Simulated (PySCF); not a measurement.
Record of a relaxation.

Compound: BiMe2F, C₂H₆BiF.
Bonds: Bi1–C2, Bi1–C6, Bi1–F10. Hydrogens: H3, H4, H5 on C2; H7, H8, H9 on C6.

Computed by this run: PBE0-D3(BJ)/def2-SVP geometry optimisation, gas phase, def2 core potentials past Kr (PySCF 2.14.0); density fitting, grid level 1; the optimiser is geomeTRIC in internal coordinates, started from a GFN2-xTB structure with every atom displaced at random (about 0.03 Å). The frame can shift and turn from step to step; on so coarse a grid that alone can change the energy by a few meV, and forces under 0.02 eV/Å are noise.

Step 0: E = -10720.2923 eV, largest atomic force 2.794 eV/Å
```
atom  x, y, z in Å  |  force x, y, z in eV/Å
Bi1    -0.299   -0.700    1.245   -1.283   0.455  -0.773
C2      1.506   -0.590   -0.007    0.420  -0.462   0.657
H3      1.919    0.394    0.053    0.645   1.008   0.403
H4      1.348   -0.757   -1.037   -0.841  -0.373  -1.609
H5      2.213   -1.354    0.299    0.523  -0.157   0.382
C6     -1.261    1.060   -0.002    2.708  -0.566   0.393
H7     -2.277    1.138    0.211   -2.269   0.062   0.381
H8     -1.062    0.822   -1.053   -0.068  -0.037  -0.036
H9     -0.750    1.990    0.294    0.007  -0.037  -0.103
F10    -1.213   -2.079    0.002    0.157   0.106   0.306
```

Step 1: E = -10720.5301 eV, largest atomic force 0.543 eV/Å
```
atom  x, y, z in Å  |  force x, y, z in eV/Å
Bi1    -0.378   -0.641    1.194    0.398  -0.288   0.232
C2      1.545   -0.581   -0.023    0.060  -0.011  -0.068
H3      1.997    0.420    0.059    0.003  -0.045   0.070
H4      1.331   -0.781   -1.085   -0.177  -0.008   0.115
H5      2.254   -1.343    0.337   -0.021   0.071   0.053
C6     -1.250    1.033    0.020    0.000   0.218  -0.011
H7     -2.326    1.113    0.229    0.015   0.043  -0.108
H8     -1.054    0.783   -1.029   -0.146   0.122  -0.094
H9     -0.734    1.962    0.304   -0.067   0.048  -0.091
F10    -1.261   -2.042   -0.001   -0.066  -0.149  -0.098
```

Step 2: E = -10720.5511 eV, largest atomic force 0.272 eV/Å
```
atom  x, y, z in Å  |  force x, y, z in eV/Å
Bi1    -0.347   -0.670    1.197   -0.154   0.147  -0.169
C2      1.563   -0.597   -0.017    0.080   0.048  -0.137
H3      2.013    0.407    0.072   -0.054  -0.105  -0.015
H4      1.309   -0.798   -1.072   -0.011   0.026   0.183
H5      2.278   -1.354    0.341   -0.051   0.039  -0.009
C6     -1.263    1.057    0.015    0.033  -0.180   0.197
H7     -2.342    1.135    0.231    0.149  -0.028  -0.034
H8     -1.100    0.835   -1.048   -0.048   0.011  -0.040
H9     -0.758    1.995    0.286   -0.002   0.015  -0.004
F10    -1.229   -2.085   -0.001    0.059   0.028   0.029
```

Step 3: E = -10720.5567 eV, largest atomic force 0.103 eV/Å
```
atom  x, y, z in Å  |  force x, y, z in eV/Å
Bi1    -0.348   -0.664    1.193   -0.099   0.025   0.016
C2      1.555   -0.590   -0.016    0.076   0.018  -0.045
H3      2.003    0.412    0.066   -0.010  -0.021  -0.015
H4      1.291   -0.797   -1.064   -0.012  -0.001   0.039
H5      2.269   -1.345    0.343   -0.007   0.005  -0.008
C6     -1.253    1.048    0.017    0.025  -0.049   0.036
H7     -2.328    1.126    0.234    0.023   0.002  -0.003
H8     -1.100    0.830   -1.049   -0.025   0.011  -0.012
H9     -0.749    1.989    0.285   -0.001   0.007  -0.005
F10    -1.216   -2.085   -0.006    0.032   0.004  -0.003
```

Step 4: E = -10720.5580 eV, largest atomic force 0.035 eV/Å
```
atom  x, y, z in Å  |  force x, y, z in eV/Å
Bi1    -0.352   -0.661    1.194    0.005  -0.012   0.018
C2      1.558   -0.588   -0.015    0.004   0.010   0.033
H3      2.004    0.414    0.059    0.003   0.012  -0.010
H4      1.286   -0.802   -1.058   -0.015  -0.011  -0.017
H5      2.272   -1.340    0.346    0.003  -0.007   0.001
C6     -1.254    1.045    0.018    0.009   0.007  -0.026
H7     -2.327    1.124    0.238   -0.020   0.009   0.014
H8     -1.110    0.832   -1.050   -0.006   0.000   0.003
H9     -0.751    1.987    0.283    0.003  -0.002  -0.002
F10    -1.200   -2.089   -0.011    0.013  -0.005  -0.014
```

Step 5: E = -10720.5588 eV, largest atomic force 0.040 eV/Å
```
atom  x, y, z in Å  |  force x, y, z in eV/Å
Bi1    -0.352   -0.661    1.194    0.017  -0.020   0.016
C2      1.559   -0.585   -0.014   -0.012   0.009   0.036
H3      2.002    0.420    0.051    0.006   0.012  -0.010
H4      1.280   -0.808   -1.052   -0.003  -0.010  -0.022
H5      2.275   -1.334    0.350    0.005  -0.003   0.001
C6     -1.257    1.043    0.019   -0.014   0.023  -0.030
H7     -2.328    1.124    0.245   -0.014   0.007   0.015
H8     -1.122    0.832   -1.051    0.004  -0.010   0.008
H9     -0.752    1.986    0.281    0.006  -0.006   0.000
F10    -1.181   -2.094   -0.018    0.005  -0.003  -0.015
```

Step 6: E = -10720.5602 eV, largest atomic force 0.046 eV/Å
```
atom  x, y, z in Å  |  force x, y, z in eV/Å
Bi1    -0.351   -0.666    1.192    0.024  -0.025  -0.006
C2      1.563   -0.575   -0.010   -0.029   0.004   0.021
H3      1.997    0.434    0.036    0.005   0.007  -0.003
H4      1.277   -0.819   -1.043    0.012  -0.004  -0.013
H5      2.285   -1.315    0.360    0.009   0.007   0.005
C6     -1.266    1.038    0.021   -0.034   0.031  -0.007
H7     -2.334    1.125    0.263    0.001   0.002   0.007
H8     -1.147    0.826   -1.051    0.010  -0.019   0.009
H9     -0.755    1.979    0.276    0.008  -0.010  -0.003
F10    -1.143   -2.104   -0.039   -0.005   0.005  -0.012
```

Step 7: E = -10720.5628 eV, largest atomic force 0.061 eV/Å
```
atom  x, y, z in Å  |  force x, y, z in eV/Å
Bi1    -0.351   -0.679    1.185    0.020  -0.026  -0.027
C2      1.568   -0.556   -0.004   -0.032  -0.007  -0.008
H3      1.984    0.462    0.015   -0.002   0.002   0.008
H4      1.280   -0.831   -1.029    0.027   0.006   0.003
H5      2.304   -1.276    0.379    0.011   0.019   0.010
C6     -1.283    1.026    0.026   -0.040   0.033   0.033
H7     -2.344    1.124    0.295    0.017  -0.006  -0.006
H8     -1.190    0.808   -1.046    0.010  -0.025   0.005
H9     -0.757    1.963    0.266    0.008  -0.011  -0.009
F10    -1.087   -2.118   -0.081   -0.019   0.014  -0.010
```

Step 8: E = -10720.5647 eV, largest atomic force 0.103 eV/Å
```
atom  x, y, z in Å  |  force x, y, z in eV/Å
Bi1    -0.349   -0.716    1.164    0.011  -0.022  -0.066
C2      1.581   -0.512    0.007   -0.013  -0.037  -0.054
H3      1.950    0.523   -0.021   -0.016  -0.006   0.026
H4      1.305   -0.849   -1.004    0.049   0.029   0.026
H5      2.346   -1.184    0.419    0.016   0.039   0.010
C6     -1.319    0.995    0.041   -0.022   0.032   0.095
H7     -2.363    1.118    0.367    0.041  -0.020  -0.032
H8     -1.284    0.761   -1.031    0.006  -0.028  -0.007
H9     -0.761    1.921    0.244    0.004  -0.009  -0.023
F10    -0.981   -2.135   -0.180   -0.076   0.023   0.026
```

Step 9: E = -10720.5670 eV, largest atomic force 0.073 eV/Å
```
atom  x, y, z in Å  |  force x, y, z in eV/Å
Bi1    -0.350   -0.706    1.170   -0.004  -0.015  -0.044
C2      1.576   -0.530    0.001   -0.009  -0.021  -0.042
H3      1.960    0.501    0.001   -0.018  -0.008   0.018
H4      1.304   -0.835   -1.020    0.030   0.017   0.026
H5      2.333   -1.219    0.401    0.004   0.027   0.009
C6     -1.302    1.006    0.036   -0.010   0.011   0.072
H7     -2.353    1.123    0.339    0.028  -0.011  -0.020
H8     -1.243    0.774   -1.035   -0.004  -0.017  -0.004
H9     -0.753    1.935    0.251    0.000  -0.003  -0.015
F10    -1.047   -2.125   -0.140   -0.018   0.018   0.001
```

Step 10: E = -10720.5695 eV, largest atomic force 0.064 eV/Å
```
atom  x, y, z in Å  |  force x, y, z in eV/Å
Bi1    -0.350   -0.724    1.161   -0.015  -0.003  -0.030
C2      1.579   -0.518    0.002    0.006  -0.020  -0.042
H3      1.943    0.520    0.003   -0.022  -0.006   0.016
H4      1.324   -0.830   -1.022    0.021   0.015   0.026
H5      2.348   -1.189    0.410   -0.001   0.021   0.006
C6     -1.308    0.996    0.043    0.012  -0.003   0.063
H7     -2.353    1.122    0.360    0.019  -0.007  -0.017
H8     -1.265    0.753   -1.027   -0.012  -0.007  -0.006
H9     -0.745    1.920    0.242   -0.005   0.003  -0.012
F10    -1.049   -2.125   -0.167   -0.004   0.006  -0.002
```

Step 11: E = -10720.5732 eV, largest atomic force 0.053 eV/Å
```
atom  x, y, z in Å  |  force x, y, z in eV/Å
Bi1    -0.346   -0.803    1.116   -0.023   0.013   0.002
C2      1.594   -0.459    0.008    0.037  -0.007  -0.017
H3      1.856    0.609   -0.001   -0.021   0.004   0.004
H4      1.408   -0.810   -1.017    0.002   0.007   0.004
H5      2.411   -1.041    0.457   -0.006  -0.002  -0.004
C6     -1.334    0.943    0.071    0.045  -0.028   0.002
H7     -2.347    1.111    0.462   -0.013   0.008   0.000
H8     -1.382    0.662   -0.990   -0.022   0.018  -0.008
H9     -0.724    1.849    0.194   -0.010   0.010   0.000
F10    -1.012   -2.137   -0.296    0.012  -0.022   0.018
```

Step 12: E = -10720.5739 eV, largest atomic force 0.029 eV/Å
```
atom  x, y, z in Å  |  force x, y, z in eV/Å
Bi1    -0.346   -0.797    1.120   -0.009   0.010   0.001
C2      1.594   -0.463    0.006    0.013  -0.004  -0.003
H3      1.859    0.604    0.001   -0.011   0.006   0.002
H4      1.403   -0.809   -1.019    0.002   0.002  -0.004
H5      2.409   -1.051    0.451   -0.001  -0.002  -0.003
C6     -1.332    0.946    0.068    0.020  -0.020  -0.007
H7     -2.348    1.111    0.452   -0.008   0.003   0.004
H8     -1.374    0.672   -0.995   -0.011   0.011  -0.004
H9     -0.728    1.856    0.198   -0.003   0.002   0.001
F10    -1.012   -2.146   -0.277    0.008  -0.008   0.011
```

Step 13: E = -10720.5742 eV, largest atomic force under 0.02 eV/Å
```
atom  x, y, z in Å  |  force x, y, z in eV/Å
Bi1    -0.343   -0.795    1.122    0.007   0.008   0.005
C2      1.595   -0.460    0.005   -0.006  -0.001   0.005
H3      1.855    0.608    0.001    0.002   0.003   0.000
H4      1.403   -0.805   -1.021    0.002   0.001  -0.004
H5      2.411   -1.046    0.448    0.002   0.001  -0.001
C6     -1.333    0.943    0.066   -0.009  -0.005  -0.011
H7     -2.349    1.106    0.450    0.001  -0.002   0.005
H8     -1.378    0.674   -0.999    0.000   0.000   0.001
H9     -0.732    1.855    0.197    0.003  -0.002   0.001
F10    -1.003   -2.158   -0.263   -0.001  -0.002   0.000
```

Task: Summarise the path.

Result: The energy falls by 6.50 kcal/mol from step 0 to step 13; nine tenths of that is first reached at step 2. It falls at every step. The largest force goes from 2.794 to under 0.02 eV/Å. Among the bonds Bi1–C6 changes most, from 2.361 to 2.262 Å; the atoms move by 0.194 Å rms after alignment.

What follows is the cost of the whole optimisation. The run took 55 s on one thread, Arm Neoverse V2 (aarch64), shared host with 96 logical CPUs at a one-minute load of 44, and the process peaked at 0.39 GiB of memory.
